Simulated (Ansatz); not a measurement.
Consider the cleavage of the Si–Ge bond: `O[SiH]([SiH3])[GeH3]` + `[OH][AlH2]` → `O[SiH]([SiH3])[O][AlH2]` + GeH₄.

Isolated molecules relaxed with PBE0-D4/def2-TZVP in Ansatz; ΔE leaves out vibrations. CCSD(T)/CBS is the MP2 limit (def2-TZVPP, def2-QZVPP) plus CCSD(T) − MP2 in def2-TZVPP, frozen cores. This one scheme is used for every species. Functionals use def2-TZVPP. B3LYP here is the variant with VWN-RPA as its local correlation; programs differ in this. For Ge outer-core shells are correlated without core-valence functions, which leaves a few kJ/mol of doubt a bond. Scalar relativity is left out up to krypton. One conformer a species, not always the lowest.

(1) Is it downhill or uphill in electronic energy at CCSD(T)/CBS, and by how much? (Estimate.)

(2) What do these levels give: PBE-D4, r2SCAN-D4, B3LYP-D4, ωB97X-V, B2PLYP, r2SCAN, PBE0, HF/def2-TZVPP, MP2/def2-TZVPP, CCSD/def2-TZVPP, HF/def2-QZVPP, SCS-MP2/def2-QZVPP? (Best estimate.)

Largest T1 diagnostic among the species: 0.013.

Answers

(1) Computed: Downhill: ΔE = -1.18 eV.

(2) The calculation gave: PBE-D4 -0.97, r2SCAN-D4 -1.16, B3LYP-D4 -1.21, ωB97X-V -1.21, B2PLYP -1.24, r2SCAN -1.16, PBE0 -1.06, HF/def2-TZVPP -1.50, MP2/def2-TZVPP -1.23, CCSD/def2-TZVPP -1.25, HF/def2-QZVPP -1.53, SCS-MP2/def2-QZVPP -1.29 eV.

In def2-TZVPP, CCSD(T) changes the Hartree–Fock value by +0.29 eV (the triples alone add +0.04 eV) and MP2 by +0.27 eV. From PBE to PBE0 (25 % exact exchange), in def2-TZVPP and without D4, ΔE moves by −0.09 eV.
